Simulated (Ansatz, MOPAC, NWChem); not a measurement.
# A ladder of methods for C2H6Zn (SMILES [CH3][Zn][CH3])

C2H6Zn, singlet, SMILES `[CH3][Zn][CH3]`. Each level relaxes the structure for itself.

Each level gives the zero-point energy at each level's own minimum (kJ/mol). The values are calculated.

```json
{"level": "AM1", "kind": "semi-empirical", "program": "MOPAC", "value (kJ/mol)": "180.9"}
{"level": "MNDO", "kind": "semi-empirical", "program": "MOPAC", "value (kJ/mol)": "192.0"}
{"level": "PM6-DH+", "kind": "semi-empirical", "program": "MOPAC", "value (kJ/mol)": "169.1"}
{"level": "PM6-DH2X", "kind": "semi-empirical", "program": "MOPAC", "value (kJ/mol)": "169.1"}
{"level": "HF/STO-3G", "kind": "Hartree–Fock", "program": "Ansatz", "value (kJ/mol)": "227.5"}
{"level": "HF/3-21G", "kind": "Hartree–Fock", "program": "Ansatz", "value (kJ/mol)": "195.4"}
{"level": "HF/6-31G* (Cartesian functions)", "kind": "Hartree–Fock", "program": "Ansatz", "value (kJ/mol)": "195.3"}
{"level": "B3LYP/6-31G*/LANL2DZ (core potential, spherical functions)", "kind": "global hybrid", "program": "NWChem", "value (kJ/mol)": "184.6"}
{"level": "PBE0-D3(BJ)/def2-SVP", "kind": "global hybrid", "program": "NWChem", "value (kJ/mol)": "184.4"}
```

Harmonic and unscaled. The values span 169.1 to 227.5 kJ/mol. Without the sets that lack polarisation functions the rows with a basis span only 184.4 to 195.3 kJ/mol.
